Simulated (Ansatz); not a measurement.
```xyz
26

C    -0.2788    2.2720    1.6056
C    -0.9276    1.5137    0.4568
P    -0.0031    0.0100   -0.0120
Al    0.4920   -1.4813    1.8696
C     1.4818    0.6300   -0.8759
C     2.4336   -0.4835   -1.2884
C    -1.0123   -0.7644   -1.3226
C    -2.2782   -1.4164   -0.7857
H    -0.8870    3.1346    1.8851
H    -0.1729    1.6336    2.4851
H     0.7139    2.6410    1.3405
H    -1.9267    1.1782    0.7487
H    -1.0435    2.1477   -0.4289
H    -0.8674   -1.3266    2.7126
H     1.8033   -0.7622    2.4579
H     0.7086   -2.8636    1.0790
H     1.9806    1.3066   -0.1765
H     1.1654    1.2282   -1.7372
H     2.7474   -1.0704   -0.4228
H     3.3276   -0.0673   -1.7570
H     1.9739   -1.1669   -2.0052
H    -1.2400   -0.0112   -2.0846
H    -0.3749   -1.5188   -1.7922
H    -2.8261   -1.9073   -1.5924
H    -2.9492   -0.6867   -0.3282
H    -2.0405   -2.1691   -0.0313
```

Total charge 0; spin multiplicity 1.

List the PBE/def2-TZVPP orbital energies in eV (Ansatz). (Best estimate.)

The calculation gave: Occupied: -2076.75, -1504.83, -269.66, -269.66, -269.66, -269.11, -269.11, -269.11, -172.07, -123.53, -123.53, -123.43, -105.15, -67.19, -67.06, -67.06, -20.40, -19.28, -19.28, -16.85, -15.62, -15.62, -13.68, -11.65, -11.64, -11.64, -11.12, -11.12, -10.00, -9.62, -9.58, -9.58, -9.28, -9.16, -8.83, -8.83, -8.01, -8.01, -6.35, -6.08, -6.08. Lowest empty: -0.35, -0.35, -0.06, 0.38, 0.59, 0.60, 1.05, 1.37.
